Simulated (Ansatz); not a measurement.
Ansatz results at the PBE0-D4/def2-TZVP geometry: LUMO energy (PBE0/def2-TZVPP) -1.46 eV; ideal-gas entropy at 298 K and 1 bar (rigid rotor, harmonic PBE0-D4/def2-TZVP) 299 J/(mol·K); HOMO energy (ωB97M-V/def2-TZVPP) -10.66 eV.

(1) Which molecule gave them?
A. `S[SiH]1BO1`
B. `B1PP1`
C. `B[NH][GaH2]`
D. `ClC1CBO1`

Results:

(1) C. The others give `ClC1CBO1`: -0.58, 300, -10.67; `S[SiH]1BO1`: -1.23, 309, -9.23; `B1PP1`: -2.28, 278, -9.30.
